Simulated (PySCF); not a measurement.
Harmonic spectrum computed at PBE0 in the def2-TZVP basis family (core potentials from Rb on, PySCF, no spin–orbit coupling):

| ω (cm⁻¹) | IR (km/mol, summed over degenerate members) | degeneracy |
| --- | --- | --- |
| 134 | 43.0 | 2 |
| 582 | 4.2 | 1 |
| 1892 | 88.7 | 2 |
| 1929 | 0.0 | 1 |

**Question.** Which molecule gave it? In each, all ligands are bound to the one heavy central atom.
A. CeH₃⁺ (singlet)
B. SnH₃⁺ (singlet)
C. TiH₃⁺ (singlet)
D. CH₃⁺ (singlet)
E. ZrH₃⁺ (singlet)

**Answer.** C. It has C3v symmetry with Ti–H 1.621 Å (×3).
